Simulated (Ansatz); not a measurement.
Geometry optimisation, Ansatz, RKS PBE0-D4/def2-SVP.

Input file:

```yaml
crystal:
  periodic: [false, false, false]
  atoms:
    - { symbol: C, position_ang: [-0.7567, 0.4497, -0.2615] }
    - { symbol: C, position_ang: [0.1724, -0.1244, 0.0579] }
    - { symbol: K, position_ang: [2.2327, -1.4319, 0.7517] }
    - { symbol: H, position_ang: [-1.5928, 1.0464, -0.5684] }
basis:
  gaussian: { orbitals: def2-SVP }
hamiltonian:
  xc: pbe0
  dispersion: d4
relax:
  f_tol: 0.02
  max_steps: 40
```

Command:

```bash
$ ansatz run input.yaml --threads 1 --pin off --max-ram 2048MiB --backend cpu --events-out ev --progress --plain --runs-dir out
```

Question: Where does it end, and by what steps?

Answer: The forces met the threshold. After 4 steps the energy has fallen by 0.560 eV; K3 moved furthest, 0.08 Å. The start is strongly strained (largest force component 10 eV/Å).

```csv
step,energy less start (eV),largest force component (eV/Å),accepted
0,0.0000,9.872,yes
1,-0.5469,0.558,yes
2,-0.5577,0.229,yes
3,-0.5589,0.087,yes
4,-0.5601,0.009,yes
```

```xyz
4
Properties=species:S:1:pos:R:3
C -0.788 0.501 -0.281
C 0.212 -0.139 0.062
K 2.290 -1.481 0.778
H -1.659 1.059 -0.579
```

Time of the run: 6.3 s on 1 thread of Intel(R) Xeon(R) 6975P-C (Granite Rapids), with other jobs on the host, peak memory 0.14 GiB.
